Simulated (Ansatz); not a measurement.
ClF2H3OSi2 (`F[Si](F)(Cl)O[SiH3]`), relaxed with RKS PBE-D4/def2-SVP in Ansatz from a rough embedded geometry. The force threshold is 0.03 eV/Å; the program also tests the step.

The species carries charge 0 and has multiplicity 1.

Start:

```xyz
9

F     1.730    1.392   -0.697
Si    0.414    1.437    0.185
F     0.847    1.352    1.701
Cl   -0.701    3.090   -0.076
O    -0.572    0.184   -0.191
Si   -0.457   -1.474   -0.235
H    -1.733   -2.072   -0.677
H    -0.181   -1.993    1.158
H     0.653   -1.916   -1.170
```

| step | energy (eV) | largest force (eV/Å) | largest move (Å) |
| --- | --- | --- | --- |
| 1 | -35778.9263 | 1.485 | 0.000 |
| 2 | -35779.0172 | 1.009 | 0.083 |
| 3 (rejected) | -35779.0140 | 0.873 | 0.052 |
| 4 | -35779.0424 | 0.041 | 0.026 |
| 5 | -35779.0459 | 0.055 | 0.061 |
| 6 | -35779.0469 | 0.054 | 0.043 |
| 7 | -35779.0474 | 0.038 | 0.021 |
| 8 | -35779.0475 | 0.002 | 0.004 |

End:

```xyz
9

F     1.740    1.555   -0.703
Si    0.402    1.465    0.200
F     0.884    1.446    1.743
Cl   -0.740    3.119   -0.126
O    -0.442    0.120   -0.155
Si   -0.452   -1.567   -0.223
H    -1.805   -1.979   -0.714
H    -0.200   -2.125    1.148
H     0.614   -2.035   -1.171
```

Hardware: 4 threads of a server CPU on a shared host. Wall time 6 s, peak host memory 0.18 GiB.
